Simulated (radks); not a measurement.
The numbers below are computed, except where a source is named.
Problem. Code: a radial shooting solver on a logarithmic mesh with Libxc functionals. Model: scalar-relativistic Kohn-Sham, LDA (Slater exchange, VWN5 correlation), spin-polarised, spherical densities, finite nucleus; open shells are filled with parallel spins first (spin-orbit coupling, left out, can overturn this in heavy ions); Fermi nuclear charge, rms radius of each element as measured or else 0.836 A^(1/3) + 0.57 fm. Response by self-consistent Sternheimer equations with the Hartree and adiabatic LDA kernel, the relativistic mass of each level held fixed and spin-orbit coupling left out. For heavy and open-shell atoms this level of theory can miss by tens of per cent. Estimate the static dipole polarisabilities of B3+ ([He]) and C2+ ([He] 2s2) and the C6 coefficients of the three pairs.

Solution. alpha = 0.02092 and 4.249 bohr^3; C6 = 0.002835 (B3+-B3+), 0.06673 (B3+-C2+), 6.503 (C2+-C2+) hartree bohr^6.
